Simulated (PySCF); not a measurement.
Static response to an electric field

Compound: C₈H₁₁N.
Structure used (PBE0-D3(BJ)/def2-SVP), in Å, numbered top down from 1:
```
atom  x, y, z in Å
C1    -2.104    0.701    0.492
N2    -1.195   -0.371    0.166
C3    -1.624   -1.157   -0.965
C4     0.160    0.035    0.094
C5     0.723    0.988   -0.947
C6     2.024    1.102   -0.658
C7     2.244    0.227    0.547
C8     0.972    0.188    1.372
C9     1.263   -0.929    0.509
H10   -3.107    0.292    0.691
H11   -1.762    1.220    1.399
H12   -2.205    1.460   -0.315
H13   -0.931   -1.997   -1.124
H14   -1.678   -0.580   -1.915
H15   -2.625   -1.574   -0.773
H16    0.156    1.461   -1.747
H17    2.789    1.692   -1.162
H18    3.215    0.105    1.031
H19    0.722    0.295    2.428
H20    1.321   -2.009    0.645
```

Level: CAM-B3LYP/def2-SVPD (PySCF), static field, nuclei fixed, core orbitals frozen in the response. The polarisability tensor in these axes (au):

```
x   106.00   3.38   3.69
y     3.38  84.80  -2.68
z     3.69  -2.68  86.61
```

Q: Diagonalise the tensor; give its mean and Δα, where Δα² is half the sum of the squared differences of the eigenvalues.

A: Principal values 81.87, 88.49 and 107.05 au; mean 92.47 au = 13.70 Å³ = 15.25 × 10⁻⁴⁰ C²·m²/J; Δα = 22.61 au (24 % of the mean).

Q: What is the dipole moment, and where does it point?

A: (-0.20, -0.23, 0.24) D, 0.38 D in size, pointing from the negative to the positive side. Measured along this direction, the outermost atoms are H17 at the negative end and H10 and H15 at the positive end.

Q: Find the Langevin capture rate constant for NH4+ (18.034 u) meeting this molecule (121.089 u), k = 2.342 × 10⁻⁹ cm³/s × √(α in Å³ / reduced mass in u).

A: The reduced mass is 15.70 u, so k = 2.19 × 10⁻⁹ cm³/s. The formula leaves out the permanent dipole, which adds to the capture rate.

Q: Directions of the eigenvectors, and the extent of the frame along each?

A: Largest value along (0.98, 0.13, 0.16), where the nuclei span 6.22 Å; middle along (-0.05, -0.62, 0.79), 3.98 Å; least along (-0.20, 0.78, 0.60), 4.17 Å. The strongest response lies along the longest span, while the other two are in reverse order.

Q: Traceless (Buckingham) quadrupole moment about the centre of nuclear charge: eigenvalues?

A: -2.64, -2.15, 4.78 D·Å. The values depend on the origin, since the dipole doesn't vanish. The electronic extent ⟨r²⟩ about the same centre is 1095 bohr², a root-mean-square distance of 2.16 Å for the 66 electrons.

Q: In a dilute gas of rigid molecules at 350 K, how does the orientational term μ²/3kT compare with the electronic polarisability?

A: In Gaussian units μ²/3kT = 1.01 Å³ against 13.70 Å³, a ratio of 0.07; the Debye molar polarisation (4π/3)N_A(α + μ²/3kT) is 37.1 cm³/mol, leaving out the vibrational part.

Q: Refractivity n − 1 of an ideal gas of it at 298.15 K and 1 atm, from the electronic α?

A: N = p/kT = 2.4615 × 10¹⁹ cm⁻³, so n − 1 = 2π × N × 13.70 × 10⁻²⁴ cm³ = 2119 × 10⁻⁶ at long wavelengths.

Isolated species at its PBE0-D3(BJ)/def2-SVP geometry (one conformer only).
